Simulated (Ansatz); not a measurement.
Reaction (hydrogenolysis of a C–Ge bond): `CC(C)(C)[CH2][Ge]([F])([F])[F]` + H₂ → `CC(C)(C)C` + `[F][GeH]([F])[F]`

Calculated with Ansatz (gas phase, PBE0-D4/def2-TZVP geometries, no zero-point term in ΔE). CCSD(T)/CBS adds triple-zeta CCSD(T) − MP2 to the extrapolated MP2 energy (def2 sets, frozen cores). This one scheme is used for every species. DFT in def2-TZVPP. B3LYP here is the variant with VWN-RPA as its local correlation; programs differ in this. For Ge outer-core shells are correlated without core-valence functions, which leaves a few kJ/mol of doubt a bond. Scalar relativity is left out up to krypton. Each species was taken in one conformer, which may not be the lowest.

`CC(C)(C)[CH2][Ge]([F])([F])[F]`:

Cartesian coordinates in Å:
```
C -0.137 0.613 1.496
C 0.062 0.567 -0.016
C 0.948 1.738 -0.442
C -1.286 0.675 -0.723
C 0.785 -0.723 -0.426
Ge -0.074 -2.401 -0.030
F -1.602 -2.646 -0.777
F -0.360 -2.712 1.635
F 0.887 -3.720 -0.561
H 0.816 0.526 2.024
H -0.787 -0.191 1.849
H -0.595 1.561 1.787
H 1.111 1.738 -1.523
H 0.480 2.688 -0.173
H 1.925 1.694 0.048
H -1.766 1.625 -0.476
H -1.168 0.632 -1.809
H -1.968 -0.128 -0.430
H 0.960 -0.745 -1.507
H 1.767 -0.789 0.054
```

H₂:

```xyz
2

H     0.051    0.358   -0.090
H    -0.051   -0.358    0.090
```

`CC(C)(C)C`:

Z-matrix (Å, degrees):
```
C
C 1 1.526
H 1 1.094 2 111.0
H 1 1.094 2 111.1 3 120.0
H 1 1.094 2 111.0 3 -120.0
C 2 1.526 1 109.5 3 -179.9
C 2 1.526 1 109.5 3 60.1
C 2 1.526 1 109.5 3 -59.9
H 6 1.094 2 111.0 1 60.1
H 6 1.094 2 111.0 1 -179.9
H 6 1.094 2 111.0 1 -59.9
H 7 1.094 2 111.1 1 -180.0
H 7 1.094 2 111.0 1 60.0
H 7 1.094 2 111.1 1 -59.9
H 8 1.094 2 111.0 1 -180.0
H 8 1.094 2 111.0 1 60.0
H 8 1.094 2 111.0 1 -60.0
```

`[F][GeH]([F])[F]`:

```xyz
5

F    -1.448    0.700    0.472
Ge    0.028    0.037   -0.074
F    -0.232   -1.643   -0.239
F     1.144    0.229    1.203
H     0.507    0.677   -1.362
```

```tsv
level	ΔE (kJ/mol)
PBE-D4	-7.2
r2SCAN-D4	-8.9
PBE0-D4	-11.3
B3LYP-D4	-10.7
ωB97X-V	-12.4
ωB97M-V	-10.3
BLYP	-29.0
r2SCAN	-12.6
```

(1) What does CCSD(T)/CBS give? (Estimate.)

Largest T1 diagnostic among the species: 0.012.

Answers

(1) Computed: -5.6 kJ/mol. The listed levels differ from it by -1.6, -3.3, -5.7, -5.1, -6.8, -4.7, -23.4, -7.0 kJ/mol.

Leaving LDA and LC-ωPBE aside and taking each functional with its dispersion term where it has one, the values, not all of them listed here, spread over 16.2 kJ/mol, from B97M-V to revPBE-D4. LDA lies +11.8 kJ/mol from PBE without D4. From r2SCAN to r2SCAN0 (25 % exact exchange), in def2-TZVPP and without D4, ΔE moves by −4.1 kJ/mol.

CCSD(T)/CBS has its own doubt, a few kJ/mol and more with outer-core shells, so smaller differences from it don't rank the levels.
